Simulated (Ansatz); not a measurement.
Input and output for CH5B2NO.

```yaml
crystal:
  periodic: [false, false, false]
  atoms:
    - {symbol: B, position_ang: [-0.691387, 0.435105, 0.873962]}
    - {symbol: C, position_ang: [-0.149709, -0.362866, -0.314069]}
    - {symbol: N, position_ang: [0.372426, -1.568993, -0.487267]}
    - {symbol: B, position_ang: [0.360309, 1.375691, -0.107214]}
    - {symbol: O, position_ang: [0.204437, 0.568787, -1.250254]}
    - {symbol: H, position_ang: [-1.582656, 1.154032, 0.457223]}
    - {symbol: H, position_ang: [-0.697288, 0.063732, 2.008623]}
    - {symbol: H, position_ang: [0.175701, -2.290585, 0.181890]}
    - {symbol: H, position_ang: [1.016303, -1.755264, -1.238497]}
    - {symbol: H, position_ang: [1.075063, 2.329159, -0.121496]}
basis:
  gaussian: {orbitals: 6-31G, final_grid: {core_spheres: 8, valence_spheres: 7, degree: 23}}
magnetization: {spin_polarized: true, initial_magnetization: 0}
hamiltonian: {xc: {name: PBEsol}, dispersion: d3bj}
```

```sh
$ ansatz run in.yaml --threads 2 --pin off --events-out ev --progress --plain --max-ram 4352MiB
```

Shortened log:

```
Functional definition: PBEsol
746 factors; integrals over basis functions are off by at most 2.1e-4 eV
mean field evaluation 1: about -5967.4362 eV, gradient 3.7e1 eV
mean field evaluation 2: about -5960.5667 eV, gradient 5.6e1 eV
mean field evaluation 4: about -5973.6494 eV, gradient 4.3e0 eV
mean field evaluation 8: about -5973.7252 eV, gradient 2.5e-1 eV
mean field -5973.72557891 eV, -219.5303658882 hartree, gradient 8.3e-5 eV, S^2 0.000000; 0 other end points of the search recorded, 0 dependent functions left out
reference -5973.72560637 eV, -219.5303668975 hartree; 18, 18 occupied and 37, 37 virtual orbitals, 746 factors
Total energy: -5973.78855937 eV, -219.5326803775 hartree
```

Hardware: 2 threads of an Intel Xeon 6975P-C on a shared host. Wall time 0.75 s, peak host memory 0.4 GiB.
